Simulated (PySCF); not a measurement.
# A survey of ²⁹Si NMR shifts

PySCF 2.14 calculation with GIAO PBE0/pcSseg-1 shieldings and GFN2-xTB geometry; one computed conformer, no relativistic terms, averaged over atoms made equivalent by symmetry, fast rotation or ring inversion, isolated molecule.

Shieldings were converted by a linear fit to measured shifts: ²⁹Si (scatter 8.9 ppm rms, 25.8 ppm with the 6 outliers that the fit left out vs TMS, solution or neat liquid). A few per cent of atoms miss by over 2 rms, more outside the fitted compound classes.

**Question.** Give the ²⁹Si shifts of `CC(=S)C[C@H]1OCC(=O)[SiH2]1`, `C=C/N=C/C(=C)[SiH3]`, `C=C(C#N)[C@H](C)[SiH3]`, `C=CC[C@H]1CCN([SiH3])C1`, `C=CC[C@@H](C)N([SiH3])C=C`, `C=CN([SiH3])[C@H](C)C1CC1`, `C=CC(=C)C[SiH2]N(C)C`.

**Answer.** 
```tsv
compound	environment	δ (ppm)
CC(=S)C[C@H]1OCC(=O)[SiH2]1	silicon bonded to 2 C, 2 H, in a 5-membered ring	-67.0
C=C/N=C/C(=C)[SiH3]	silicon bonded to C, 3 H	-69.7
C=C(C#N)[C@H](C)[SiH3]	silicon bonded to C, 3 H	-53.1
C=CC[C@H]1CCN([SiH3])C1	silicon bonded to N, 3 H	-54.9
C=CC[C@@H](C)N([SiH3])C=C	silicon bonded to N, 3 H	-48.4
C=CN([SiH3])[C@H](C)C1CC1	silicon bonded to N, 3 H	-49.2
C=CC(=C)C[SiH2]N(C)C	silicon bonded to C, N, 2 H	-25.6
```

**Question.** Match the shifts -28.7, -53.7, -63.9 ppm to `C=C(C#N)CC[SiH3]`, `C=C1C[C@@H](CC)[C@@H]1N[SiH3]`, `C=CCC1=C[C@H](C)[SiH2]OC1`.

**Answer.** -28.7: C=CCC1=C[C@H](C)[SiH2]OC1 (silicon bonded to C, O, 2 H, in a 6-membered ring); -53.7: C=C1C[C@@H](CC)[C@@H]1N[SiH3] (silicon bonded to N, 3 H); -63.9: C=C(C#N)CC[SiH3] (silicon bonded to C, 3 H).
